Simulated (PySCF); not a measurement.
A structure optimised at ωB97X-D3(BJ)/def2-SVP, used in a PySCF frequency run:

```xyz
8

Al     0.5869    -0.0964     0.3049
As    -1.2772    -1.3767     1.1058
H     -0.4611    -2.6552     1.0011
H     -1.8204    -1.4980    -0.3102
As     0.5447     1.4998    -1.4857
H      1.1765     2.5480    -0.5835
H     -0.8745     1.9038    -1.1153
F      2.0581    -0.3452     1.0646
```

Q: Write its SMILES and formula.

A: [F][Al]([AsH2])[AsH2], AlAs2FH4

Q: What are its rotational constants (standard atomic weights)?

A: 3.3299, 0.71305, 0.59319 GHz
